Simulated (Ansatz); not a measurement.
Isolated molecules relaxed with PBE0-D4/def2-TZVP in Ansatz; ΔE leaves out vibrations. CCSD(T)/CBS is the MP2 limit (def2-TZVPP, def2-QZVPP) plus CCSD(T) − MP2 in def2-TZVPP, frozen cores. This one scheme is used for every species. Functionals use def2-TZVPP. One conformer a species, not always the lowest.

Reaction (formal exchange of groups at the Al–C bond): `C=[CH][AlH][CH2][SiH3]` + `[SiH3]Cl` → `C=[CH][AlH][SiH2]Cl` + `C[SiH3]`

(1) Is it downhill or uphill in electronic energy at CCSD(T)/CBS, and by how much? (Best estimate.)

(2) What do these levels give: PBE-D4, PBE0-D4, ωB97X-V, ωB97M-V, B2PLYP, r2SCAN, PBE0, HF/def2-TZVPP, CCSD(T)/def2-TZVPP, HF/def2-QZVPP, SCS-MP2/def2-QZVPP, CCSD/CBS(def2)? (Best estimate.)

Largest T1 diagnostic among the species: 0.011.

## Answers

(1) Ansatz gave: Uphill: ΔE = +0.10 eV.

(2) Ansatz gave: PBE-D4 -0.05, PBE0-D4 -0.01, ωB97X-V 0.07, ωB97M-V 0.15, B2PLYP 0.08, r2SCAN 0.06, PBE0 -0.02, HF/def2-TZVPP 0.09, CCSD(T)/def2-TZVPP 0.10, HF/def2-QZVPP 0.11, SCS-MP2/def2-QZVPP 0.16, CCSD/CBS(def2) 0.10 eV.

From PBE to PBE0 (25 % exact exchange), in def2-TZVPP and without D4, ΔE moves by +0.04 eV.
